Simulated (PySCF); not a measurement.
C5H7N. Atoms are numbered in the order given.

```xyz
13

C      0.0332    -2.1540     0.0000
C      0.0309    -0.8158     0.0000
C     -1.1629     0.0414     0.0000
N     -0.9417     1.2972     0.0000
C      0.4952     1.5234     0.0000
C      1.1944     0.1463     0.0000
H      0.9614    -2.7311     0.0000
H     -0.9059    -2.7140     0.0000
H     -2.1852    -0.3581     0.0000
H      0.7551     2.1363    -0.8793
H      0.7551     2.1363     0.8793
H      1.8333     0.0010     0.8846
H      1.8333     0.0010    -0.8846
```

Geometry optimised at PBE0-D3(BJ)/def2-SVP. Other conformers were not sampled.

The numbers are results of CAM-B3LYP/def2-TZVP (PySCF), not measurements.

Symmetry labels are those of the subgroup Cs that the program uses (full group Cs).

Task: List the valence orbital energies around the gap with their symmetry. (Estimate from the structure and the level; the computed values follow.)

Result: 
| orbital | symmetry | energy (eV) |
|---|---|---|
| HOMO−7 | A' | -13.84 |
| HOMO−6 | A' | -13.15 |
| HOMO−5 | A" | -12.21 |
| HOMO−4 | A' | -11.84 |
| HOMO−3 | A' | -11.51 |
| HOMO−2 | A" | -10.96 |
| HOMO−1 | A' | -9.02 |
| HOMO | A" | -8.32 |
| LUMO | A" | -0.01 |
| LUMO+1 | A' | 2.05 |
| LUMO+2 | A" | 2.31 |
| LUMO+3 | A' | 2.79 |
